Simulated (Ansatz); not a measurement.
Born–Oppenheimer molecular dynamics of GaH4N (6 atoms, charge 0, multiplicity 1). It starts from a relaxed structure.

Method: RKS PBE-D4/def2-SVP in Ansatz.

| Item | Value |
| --- | --- |
| ensemble | NVE (velocity Verlet) |
| time step | 0.5 fs |
| steps asked | 250 |
| starting velocities drawn for | 1000 K |
| masses | H 2.014 u |
| seed | 323732 |

Frames 5 fs apart, positions in Å, forces in eV/Å.

Velocities at 40 fs (Å/ps):

```
Ga 0.64 1.03 0.58
H -9.21 -1.73 -10.35
N 0.85 -0.66 5.22
H 5.36 -20.25 -4.17
H -12.21 12.62 -30.79
H -12.07 -21.89 -11.16
```

```xyz
6
Properties=species:S:1:pos:R:3:forces:R:3 time_fs=40 energy_less_start_eV=0.213 T=589
Ga 0.012 -0.002 -0.020 -1.93 0.39 0.50
H 0.240 -0.544 1.405 -0.16 -0.14 0.62
N 1.568 0.040 -0.853 0.22 0.43 -2.65
H 2.412 -0.338 -0.491 1.09 -0.59 0.78
H 1.654 0.053 -1.890 -0.07 0.28 0.62
H -1.402 0.596 -0.608 0.85 -0.38 0.13
6
Properties=species:S:1:pos:R:3:forces:R:3 time_fs=45 energy_less_start_eV=0.223 T=572
Ga 0.011 0.004 -0.017 -1.51 0.05 0.24
H 0.186 -0.564 1.399 -0.09 -0.14 0.70
N 1.581 0.038 -0.857 1.81 -0.42 -2.40
H 2.452 -0.449 -0.495 -1.24 0.70 -0.55
H 1.593 0.125 -1.929 0.31 -0.08 1.91
H -1.409 0.468 -0.654 0.72 -0.10 0.10
6
Properties=species:S:1:pos:R:3:forces:R:3 time_fs=50 energy_less_start_eV=0.223 T=573
Ga 0.006 0.010 -0.012 0.50 -0.73 0.79
H 0.122 -0.596 1.467 -0.05 0.24 -0.21
N 1.617 0.031 -0.890 -1.36 0.01 2.97
H 2.394 -0.501 -0.543 0.74 -0.29 0.03
H 1.565 0.200 -1.834 0.43 0.45 -3.28
H -1.339 0.329 -0.693 -0.26 0.32 -0.30
6
Properties=species:S:1:pos:R:3:forces:R:3 time_fs=55 energy_less_start_eV=0.268 T=485
Ga 0.003 0.013 -0.005 1.16 -1.07 0.90
H 0.052 -0.602 1.516 0.04 0.43 -0.63
N 1.634 0.027 -0.899 -1.33 0.81 -1.66
H 2.400 -0.577 -0.598 0.23 0.15 -0.26
H 1.595 0.296 -1.947 0.53 -0.79 2.10
H -1.294 0.225 -0.766 -0.64 0.47 -0.45
6
Properties=species:S:1:pos:R:3:forces:R:3 time_fs=60 energy_less_start_eV=0.217 T=582
Ga 0.003 0.013 0.005 0.39 -0.76 -0.44
H -0.013 -0.561 1.497 0.13 0.27 -0.25
N 1.630 0.033 -0.924 0.51 -1.14 1.04
H 2.432 -0.632 -0.675 -1.26 1.33 -0.32
H 1.679 0.320 -1.899 0.03 -0.05 -0.21
H -1.311 0.175 -0.884 0.21 0.36 0.17
6
Properties=species:S:1:pos:R:3:forces:R:3 time_fs=65 energy_less_start_eV=0.351 T=324
Ga 0.004 0.010 0.013 -0.05 -0.26 -2.02
H -0.063 -0.490 1.454 0.14 -0.09 0.65
N 1.625 0.026 -0.934 -2.23 1.06 0.45
H 2.372 -0.578 -0.771 1.95 -1.47 1.12
H 1.771 0.343 -1.877 -0.49 0.47 -0.84
H -1.308 0.170 -0.983 0.67 0.29 0.63
6
Properties=species:S:1:pos:R:3:forces:R:3 time_fs=70 energy_less_start_eV=0.362 T=303
Ga 0.005 0.007 0.015 -0.14 -0.13 -1.69
H -0.097 -0.426 1.479 0.16 -0.12 0.56
N 1.598 0.026 -0.935 1.92 -0.48 -1.52
H 2.438 -0.611 -0.767 -1.23 1.06 0.34
H 1.803 0.406 -1.929 -1.00 -0.61 1.83
H -1.233 0.200 -1.013 0.30 0.28 0.49
6
Properties=species:S:1:pos:R:3:forces:R:3 time_fs=75 energy_less_start_eV=0.242 T=534
Ga 0.006 0.003 0.011 0.65 -0.26 -0.09
H -0.111 -0.375 1.561 0.22 0.04 -0.43
N 1.593 0.021 -0.954 0.08 -1.46 2.57
H 2.415 -0.560 -0.714 -0.27 0.50 0.14
H 1.733 0.424 -1.835 -0.03 0.82 -2.02
H -1.129 0.264 -0.990 -0.64 0.36 -0.17
6
Properties=species:S:1:pos:R:3:forces:R:3 time_fs=80 energy_less_start_eV=0.226 T=564
Ga 0.009 -0.003 0.007 0.54 -0.12 0.56
H -0.100 -0.321 1.599 0.17 0.00 -0.76
N 1.587 0.000 -0.946 -1.78 1.11 -0.78
H 2.395 -0.470 -0.631 1.69 -0.48 0.27
H 1.642 0.493 -1.871 0.14 -0.83 0.98
H -1.093 0.370 -0.981 -0.77 0.31 -0.27
6
Properties=species:S:1:pos:R:3:forces:R:3 time_fs=85 energy_less_start_eV=0.236 T=547
Ga 0.014 -0.008 0.004 -0.67 0.51 -0.22
H -0.068 -0.268 1.556 0.05 -0.19 -0.15
N 1.561 -0.011 -0.940 1.99 -0.75 0.75
H 2.500 -0.404 -0.543 -1.94 1.18 -1.30
H 1.572 0.492 -1.849 0.46 -0.60 0.53
H -1.138 0.507 -0.995 0.10 -0.14 0.40
6
Properties=species:S:1:pos:R:3:forces:R:3 time_fs=90 energy_less_start_eV=0.231 T=556
Ga 0.017 -0.011 0.001 -1.21 1.01 -0.98
H -0.031 -0.239 1.499 -0.06 -0.38 0.76
N 1.558 -0.032 -0.922 -1.46 -0.25 0.43
H 2.451 -0.231 -0.573 1.93 -0.41 0.64
H 1.551 0.437 -1.793 0.23 0.55 -1.47
H -1.176 0.629 -0.967 0.56 -0.52 0.62
6
Properties=species:S:1:pos:R:3:forces:R:3 time_fs=95 energy_less_start_eV=0.212 T=592
Ga 0.015 -0.012 -0.005 -1.35 0.94 0.23
H 0.001 -0.252 1.518 -0.05 -0.33 0.38
N 1.545 -0.057 -0.900 2.29 0.85 -1.88
H 2.538 -0.074 -0.567 -1.03 -0.26 -0.07
H 1.558 0.414 -1.849 -0.08 -0.72 1.11
H -1.155 0.693 -0.871 0.22 -0.48 0.23
```

Of the whole run (125 fs, mean temperature of the second half 477 K): The conserved energy stayed within 0.42 meV per atom of its start (net change 0.32 meV per atom), so the integration is sound. Over the second half the temperature averaged 0.48 of the 1000 K drawn at the start: a run that starts near a minimum puts about half its kinetic energy into the potential. A run of 0.12 ps of so small a system gives no equilibrium averages.

The run took 4.3 min on 1 thread of Arm Neoverse V2, with other jobs on the host, peak memory 0.11 GiB.
